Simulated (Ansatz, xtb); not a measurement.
## C3H8FGeN: which of two isomers lies lower

Structure I is `[H]/N=C\[C@@H](C)[GeH2][F]`, a singlet and structure II is `N[C@H]1[CH2][Ge@@H]([F])[CH2]1`, a singlet. Both are isolated molecules in the gas phase, relaxed with B3LYP-D3(BJ)/def2-SVP, each in the lowest conformer that the search found.

I (Å):

```xyz
14

C     1.2300    1.0719   -1.1902
C     0.7919    1.5817    0.1836
C     0.1548    0.5472    1.0764
F    -0.7869    3.6650    1.6315
Ge   -0.4630    3.1043    0.0006
N    -0.2039   -0.6368    0.7847
H     1.9378    0.2320   -1.0941
H     1.7308    1.8617   -1.7705
H     0.3748    0.7148   -1.7881
H     1.6477    2.0171    0.7300
H    -0.0349    0.8914    2.1086
H     0.0117   -0.8587   -0.1958
H     0.1782    4.2881   -0.7514
H    -1.8148    2.6718   -0.5983
```

II (Å):

```yaml
atoms:
  - { symbol: C, position_ang: [1.1230, -0.0116, -2.3648] }
  - { symbol: C, position_ang: [-0.0890, -0.5410, -1.5392] }
  - { symbol: C, position_ang: [0.9106, 1.5324, -2.3222] }
  - { symbol: F, position_ang: [-1.5035, 2.0035, -0.3810] }
  - { symbol: Ge, position_ang: [-0.9733, 1.1942, -1.8481] }
  - { symbol: N, position_ang: [2.4035, -0.4176, -1.8049] }
  - { symbol: H, position_ang: [3.1698, -0.0399, -2.3645] }
  - { symbol: H, position_ang: [2.4977, -1.4340, -1.8381] }
  - { symbol: H, position_ang: [0.9778, -0.3394, -3.4180] }
  - { symbol: H, position_ang: [-0.5298, -1.4919, -1.8684] }
  - { symbol: H, position_ang: [0.1867, -0.6092, -0.4744] }
  - { symbol: H, position_ang: [-2.1375, 1.3791, -2.8424] }
  - { symbol: H, position_ang: [1.4229, 1.9549, -1.4428] }
  - { symbol: H, position_ang: [1.1985, 2.0928, -3.2222] }
```

Q: Estimate E(II) − E(I) at the level CCSD(T)/def2-SVP + ΔMP2/def2-TZVPP.

A: Too close to call at this level: CCSD(T)/def2-SVP + ΔMP2/def2-TZVPP gives E(II) − E(I) = +0.74 kJ/mol.

Level by level:

```csv
level,geometry,E(II) − E(I) (kJ/mol),departure from the last row (kJ/mol),"job, with rough time for the two"
GFN2-xTB,GFN2-xTB,+19.45,+18.71,"optimisation, 0.28 s"
HF/STO-3G,GFN2-xTB,−61.17,−61.92,"single point, 0.48 s"
r2SCAN-D4/def2-SVP,GFN2-xTB,−4.63,−5.38,"single point, 4.4 s"
B3LYP-D3(BJ)/def2-SVP,B3LYP-D3(BJ)/def2-SVP,+11.80,+11.06,"optimisation, 63 s"
HF/def2-SVP,B3LYP-D3(BJ)/def2-SVP,+20.78,+20.04,part of the CCSD(T) run
MP2/def2-SVP,B3LYP-D3(BJ)/def2-SVP,+4.43,+3.68,part of the CCSD(T) run
CCSD(T)/def2-SVP,B3LYP-D3(BJ)/def2-SVP,+14.97,+14.22,single point
CCSD(T)/def2-SVP + ΔMP2/def2-TZVPP,B3LYP-D3(BJ)/def2-SVP,+0.74,,"single point, 85 s"
```

As drawn, II has 1 C–N, 1 C–Ge, 1 N–H in place of 1 C=N, 1 Ge–H. Structure I has no ring, II a 4-membered ring.

The largest departure from CCSD(T)/def2-SVP + ΔMP2/def2-TZVPP is that of HF/STO-3G, 61.92 kJ/mol. The last row adds to CCSD(T) the change of the MP2 difference between the two basis sets, here −14.22 kJ/mol, a large step that makes the value less sure.

With thermal terms from frequencies at re-optimised GFN2-xTB minima (ideal gas, soft modes damped towards free rotors, one conformer each, 298.15 K, 1 atm): on the last row, ΔE + ΔZPE = +10.77, ΔH = +8.37, ΔG = +14.75 kJ/mol.

The correlated steps freeze 14 core orbitals; the filled d shell of Ge is correlated, in a basis made for valence electrons. Run with Ansatz 0.2.0, xtb 6.7.1; the last row on 4 threads of Arm Neoverse V1 on a shared host.
